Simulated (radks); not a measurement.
The argon ion Ar3+, configuration [Ne] 3s2 3p3 (the NIST ground configuration).

All-electron calculation, scalar-relativistic Kohn-Sham, r2SCAN, spin-polarised, spherical densities, finite nucleus; open shells are filled with parallel spins first; meta-GGA in the generalised Kohn-Sham scheme; Fermi nuclear charge, rms radius 3.4274 fm. Program: a radial shooting solver on a logarithmic mesh with Libxc functionals.

Energy parts (Ry):
| part | energy |
|---|---|
| total | -1052.63894 |
| kinetic | 1058.40200 |
| electron-nucleus | -2461.15555 |
| Hartree | 409.58302 |
| exchange-correlation | -59.46842 |

Orbitals (lengths in bohr, moments of r in powers of bohr; r(90%) holds 90 % of the orbital's charge):
orbital  occ.  eigenvalue (Ry)      <r^4>  r(90%)      <r>
1s up       1        -234.1549  0.0002532   0.153  0.08574
1s down     1        -234.0749  0.0002529   0.153  0.08571
2s up       1        -25.77650    0.07283   0.642   0.4118
2s down     1        -25.73409    0.07200   0.642   0.4118
2p up       3        -20.71382    0.06474   0.620   0.3750
2p down     3        -20.62566    0.06388   0.620   0.3751
3s up       1         -5.06936      5.586    1.91    1.288
3s down     1         -4.60408      6.003    1.94    1.305
3p up       3         -3.85147      7.968    2.09    1.385
3p down     0         -3.41231      8.758    2.14    1.411

The highest occupied level is 3p up at -52.402 eV. The electron density at the nucleus is 4355 e/bohr^3 (large components only). Spin moment in Bohr magnetons: 3.
